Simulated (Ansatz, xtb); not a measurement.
## Relative energy of two structures of AlH5InNSi

Structure X is a singlet given by its coordinates and structure Y is a singlet given by its coordinates. Both are isolated molecules in the gas phase, relaxed with r2SCAN-D4/def2-SVP.

X (Å):

```yaml
atoms:
  - { symbol: Al, position_ang: [1.1399, -0.2576, -0.9501] }
  - { symbol: In, position_ang: [-2.5824, -0.5977, -0.5104] }
  - { symbol: N, position_ang: [-0.5717, 0.4039, -0.3341] }
  - { symbol: Si, position_ang: [0.0142, -0.5653, 1.1834] }
  - { symbol: H, position_ang: [-0.6541, 1.4189, -0.2161] }
  - { symbol: H, position_ang: [2.2870, 0.8399, -1.0453] }
  - { symbol: H, position_ang: [-0.2871, 0.2884, 2.3854] }
  - { symbol: H, position_ang: [-1.1479, -1.5895, 1.2185] }
  - { symbol: H, position_ang: [1.0057, -1.4976, -1.9432] }
```

Close contacts (Å): Al1–N3 1.94, Al1–Si4 2.43, In2–N3 2.25, In2–Si4 3.10, N3–Si4 1.89, Al1–H6 1.59, Al1–H9 1.59, In2–H8 2.46, N3–H5 1.03, Si4–H7 1.50, Si4–H8 1.55.

Y (Å):

```
atom    x (Å)    y (Å)    z (Å)
  Al   0.3220  -0.5610   1.1521
  In  -0.5794   2.2208   0.5229
   N   0.5871  -1.0648  -0.6562
  Si   0.2091   0.2242  -1.6792
   H   1.0862   0.9346   1.2774
   H  -1.1966   0.1673   1.1566
   H   0.9099  -1.9756  -0.9837
   H   0.4509  -0.2718  -3.1036
   H   0.6309  -1.6532   2.2653
```

Close contacts (Å): Al1–In2 2.99, Al1–N3 1.90, Al1–Si4 2.94, In2–Si4 3.08, N3–Si4 1.69, Al1–H5 1.68, Al1–H6 1.68, Al1–H9 1.59, In2–H5 2.24, In2–H6 2.24, N3–H7 1.02, Si4–H8 1.53.

Energies in hartree; the thermal terms are from r2SCAN-D4/def2-SVP harmonic frequencies (ideal gas, rigid rotor, one conformer each, 298.15 K, 1 atm) and include the zero-point energy:

```
                              X           Y
E, CCSD(T)/def2-SVP  −777.717709  −777.712918
    E, MP2/def2-SVP  −777.650582  −777.642950
  E, MP2/def2-TZVPP  −778.197263  −778.192170
  zero-point energy     0.045318     0.044821
       H(298 K) − E     0.053390     0.052867
       G(298 K) − E     0.012649     0.012108
```

Task: Correct the CCSD(T) difference for the basis set by the MP2 change, then work out ΔE, ΔE₀, ΔH and ΔG for X → Y in kJ/mol (1 Eh = 2625.50 kJ/mol) and the equilibrium ratio [Y]/[X].

Result: 1. Differences Y − X: CCSD(T) +0.004791, MP2 in the small set +0.007632, MP2 in the large set +0.005093 Eh.
2. ΔE = +0.004791 + (+0.005093 − (+0.007632)) = +0.002252 Eh = +5.91 kJ/mol.
3. ΔE₀ = ΔE + ΔZPE = +0.002252 + (−0.000497) Eh = +4.61 kJ/mol.
4. ΔH = ΔE + (−0.000523) Eh = +4.54 kJ/mol.
5. ΔG = ΔE + (−0.000541) Eh = +4.49 kJ/mol, so ΔS = (ΔH − ΔG)/T = +0.2 J/(mol K).
6. kT = 0.9442 mEh, so K = [Y]/[X] = exp(−ΔG/kT) = exp(−1.81) ≈ 0.16.

Structure X is favoured at this temperature. An error of 4 kJ/mol in ΔG would change K by a factor of 5. Mirror images and further conformers aren't counted.

Other levels gave ΔE = +11.1 (r2SCAN-D4/def2-SVP); +8.8 (HF/def2-SVP); +20.0 (MP2/def2-SVP); +12.6 (CCSD(T)/def2-SVP) kJ/mol. The correlated steps freeze 15 core orbitals; the filled d shell of In is correlated, in a basis made for valence electrons. Atoms past krypton carry core potentials in the def2 sets, without spin–orbit terms. Programs: Ansatz 0.2.0.
